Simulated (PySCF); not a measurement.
C6H8GeO, SMILES Oc1cc[c]([GeH3])cc1 at its GFN2-xTB optimised geometry (Å):

```
16

O     -1.7617    -2.7075     0.0019
C     -1.0371    -1.5577     0.0000
C     -1.7235    -0.3461    -0.0025
C     -1.0204     0.8396    -0.0023
C      0.3710     0.8549     0.0001
Ge     1.3409     2.5449     0.0174
C      1.0423    -0.3601     0.0000
C      0.3525    -1.5577     0.0000
H     -1.1699    -3.4700     0.0020
H     -2.8022    -0.3621    -0.0045
H     -1.5596     1.7779    -0.0050
H      1.1754     3.2687     1.3167
H      0.8482     3.4700    -1.0495
H      2.8022     2.3123    -0.1932
H      2.1245    -0.3696    -0.0008
H      0.8903    -2.4978     0.0000
```

Calculation: PBE/def2-TZVP (PySCF). Cells within 0.4 Å of a nucleus heavier than hydrogen are left out (blank, or x).

Map of the log10 of the electron density (e/bohr³), floored at −4 on the plane z = 0.0 Å:

```
|0000000000000000000000000|
|0000000000000111100000000|
|0000000000012233221000000|
|0000000000023444432100000|
|0000000000124566544321000|
|0000000122234678765432000|
|000000133433569x977642000|
|000000245654569x978643100|
|0000013578666777766542000|
|0000013578877876555431000|
|000012457xx8xx76543320000|
|0001345678x78887654210000|
|00024677x87668x8775310000|
|00024688xx7567xx875310000|
|0002356788777887764310000|
|000124457xx8xx86543100000|
|0000134678x88x76431000000|
|0000135798767886420000000|
|00001468xx755676420000000|
|0000135788754554310000000|
|0000024567743332100000000|
|0000012345432111000000000|
|0000000122210000000000000|
|0000000000000000000000000|
|0000000000000000000000000|
```
Scale: ten equal steps from -4.00 (start of '0') to 0.130 (end of '9'), in the order '0123456789'; x runs from -5.50 to 5.50, y from -5.50 (bottom) to 5.50 (top).
